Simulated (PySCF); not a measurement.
Compound: C5H12B2O.
SMILES with atom numbers: `[BH2:1][O:2][BH:3][CH:4]1[CH2:5][CH2:6][CH2:7][CH2:8]1` (hydrogens: H9, H10 on B1; H11 on B3; H12 on C4; H13, H14 on C5; H15, H16 on C6; H17, H18 on C7; H19, H20 on C8)

Method: PBE0-D3(BJ)/def2-SVP geometry optimisation, gas phase (PySCF 2.14.0); density fitting, grid level 1; the optimiser is geomeTRIC in internal coordinates, started from a GFN2-xTB structure with every atom displaced at random (about 0.01 Å).

Geometry at step 0:
```
atom  x, y, z in Å
B1      3.3942    0.1156    0.4225
O2      2.4309   -0.3530   -0.3329
B3      1.4305   -0.7978   -1.0545
C4      0.0103   -0.1753   -0.9049
C5     -1.0472   -1.1761   -0.3334
C6     -2.2533   -0.2826   -0.0012
C7     -1.6416    1.0536    0.4541
C8     -0.1509    1.0246    0.0430
H9      4.0250    1.0457    0.0398
H10     3.5665   -0.3284    1.4950
H11     1.6369   -1.6877   -1.7906
H12    -0.3855    0.1215   -1.8831
H13    -0.6769   -1.6042    0.5823
H14    -1.3035   -1.9689   -1.0108
H15    -2.8535   -0.1576   -0.8994
H16    -2.8895   -0.7165    0.7714
H17    -1.7511    1.1970    1.5291
H18    -2.1766    1.8932   -0.0198
H19     0.4587    0.8557    0.9305
H20     0.1256    1.9568   -0.4168
```

Question: Give the atomic forces at this geometry.

Answer: 
```
atom  Fx (eV/Å)  Fy (eV/Å)  Fz (eV/Å)
  B1      0.186      0.616      0.111
  O2      0.471     -0.021      0.191
  B3     -1.087      0.154     -0.305
  C4     -0.989      0.046      0.667
  C5     -0.011      1.381     -0.191
  C6      0.794     -0.078      0.172
  C7     -0.113      0.086     -0.464
  C8     -0.743     -0.793      0.024
  H9      0.399      0.389     -0.304
 H10      0.149     -0.517      0.826
 H11      0.218     -0.786     -0.654
 H12      0.086     -0.012     -0.457
 H13      0.402     -0.517      0.754
 H14     -0.104     -0.758     -0.577
 H15     -0.315      0.128     -0.356
 H16     -0.256     -0.207      0.135
 H17     -0.011      0.035      0.361
 H18      0.084      0.012      0.041
 H19      0.334      0.132      0.302
 H20      0.506      0.710     -0.275
```

The largest, 1.39 eV/Å, acts on C5; the rms over all components is 0.476 eV/Å. The forces sum to zero within rounding, as they must for an isolated molecule in no field.

Question: Give the force on C5 in Eh/bohr and in nN.

Answer: 1.394 eV/Å ÷ 51.422 = 0.02710 Eh/bohr, and 1.394 eV/Å × 1.602 = 2.23 nN.

Question: How far is this geometry from the end of the optimisation?

Answer: 0.176 eV above it, and 0.041 Å rms away after alignment. The bonds farthest from their final lengths, with half the difference of the two atoms' forces along the bond (positive lengthens):

| bond | now (Å) | final (Å) | force along bond (eV/Å) |
| --- | --- | --- | --- |
| B3–H11 | 1.173 | 1.214 | +0.58 |
| B1–H10 | 1.174 | 1.211 | +0.54 |
| O2–B3 | 1.311 | 1.341 | +0.70 |
| C5–H13 | 1.076 | 1.105 | +0.85 |
| C5–H14 | 1.074 | 1.100 | +0.92 |
| C8–H20 | 1.076 | 1.100 | +0.88 |

The angle farthest from its final value is B3–C4–H12, 110.6° against 106.8°.

Of the 6 listed bonds off by 0.010 Å or more, this force points towards the final length in 6.

The cost below is that of the whole optimisation. The run took 1.9 min on Arm Neoverse N1, one thread, shared host, and the process peaked at 0.71 GiB of memory.
